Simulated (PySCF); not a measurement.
# Fine-structure interval of Tl⁴⁴⁺ by level of theory

Tl⁴⁴⁺ [Kr] 4d1 [4d3/2^1, M_J = 3/2] → Tl⁴⁴⁺ [Kr] 4d1 [4d5/2^1, M_J = 5/2], as a difference of total energies. Calculation: PySCF 2.14, in an even-tempered Gaussian basis (16 s from 5.8 bohr⁻², ratio 2.8; 14 p from 7.5 bohr⁻², ratio 2.8; 9 d from 7.5 bohr⁻², ratio 2.8; 3 f from 27 bohr⁻², ratio 3); the two-component X2C-1e Hamiltonian. Correlated levels: [Ar] 3d10 frozen; the 94 highest virtual spinors dropped. "Screened" scales the spin-orbit matrix elements by Boettger's factors to mimic the two-electron term; Breit and QED terms are absent.

```
                    method  fine-structure interval (cm⁻¹)
 GHF (screened spin-orbit)                          261770
GMP2 (screened spin-orbit)                          262470
     GHF (bare spin-orbit)                          299020
```
